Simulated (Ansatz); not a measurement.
The cluster LaO₃H₃⁺. Charge 1, multiplicity 2. Geometry r2SCAN-D4/def2-SVP; atoms count from 1.

```xyz
7

La   -0.3014    0.8108   -0.4499
O    -0.2493   -1.1743   -1.5139
O     1.0454   -1.1711   -0.8414
O    -1.1478    0.4811    1.4389
H     1.1673    2.9189   -0.4984
H    -1.5783    0.1673    2.2454
H     1.0641   -2.0328   -0.3808
```

In the def2 sets La takes a core potential; there is no spin–orbit coupling. The structure holds one bond between oxygen atoms, so isomers without such links may lie far lower. No other spin state of charge 1 was run. The structure comes from a short search, and lower isomers may exist.

Estimate the Mulliken populations from the PBE0/def2-TZVP orbitals of Ansatz.


| atom | charge (e) | spin (α − β) | d electrons |
| --- | --- | --- | --- |
| La1 | 1.52 | 0.06 | 1.12 |
| O2 | -0.36 | 0.04 | – |
| O3 | -0.33 | 0.00 | – |
| O4 | -0.67 | 0.01 | – |
| H5 | 0.09 | 0.88 | – |
| H6 | 0.35 | 0.00 | – |
| H7 | 0.39 | 0.00 | – |
Mulliken values and Mayer orders depend strongly on the basis.

Where does the spin sit?

Summed by element: La 0.06, O 0.05, H 0.88, of 1 unpaired in all. Largest on single atoms: H5 0.88, La1 0.06, O2 0.04.

And the Mayer bond orders between bonded heavy atoms (over 0.3)?

La1–O2 0.81 (2.25 Å); La1–O3 0.35 (2.43 Å); La1–O4 1.09 (2.10 Å); O2–O3 0.84 (1.46 Å).
